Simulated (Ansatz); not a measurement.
# BeH2 (SMILES [H][Be][H]): where methods fail along a bond

BeH2: 3 atoms, total charge 0, spin state singlet. SMILES: `[H][Be][H]`. The shape comes from GFN2-xTB, which is rough for such elements, and wasn't checked as a minimum.

```xyz
3

Be   -0.0008   -0.0005    0.0000
H    -0.0182   -0.0228    1.2791
H     0.0190    0.0232   -1.2791
```

The Be1–H3 distance is scanned; the parts on either side stay rigid. Basis cc-pVDZ; program Ansatz 0.2.0. FCI is exact within this basis and core. Energies in eV from each method's value at 1.279 Å; methods without a U are spin-restricted. The shape above is that at 1.279 Å.

```csv
distance (Å),HF,BLYP,B3LYP,wB97M-V,MP2,CCSD(T),CCSDT,FCI
1.279,0.00,0.00,0.00,0.00,0.00,0.00,0.00,0.00
1.599,0.36,0.33,0.36,0.37,0.36,0.34,0.34,0.34
1.919,1.33,1.20,1.27,1.31,1.31,1.24,1.24,1.23
2.559,3.35,2.89,3.06,3.19,3.23,2.88,2.87,2.87
3.199,4.93,4.02,4.32,4.58,4.56,3.69,3.69,3.69
```

Departure from the FCI curve at its largest: HF +1.24 eV at 3.20 Å; BLYP +0.34 eV at 3.20 Å; B3LYP +0.63 eV at 3.20 Å; wB97M-V +0.89 eV at 3.20 Å; MP2 +0.87 eV at 3.20 Å; CCSD(T) +0.01 eV at 2.56 Å; CCSDT within 0.005 eV. For the functionals part of the departure is owed to the small basis.
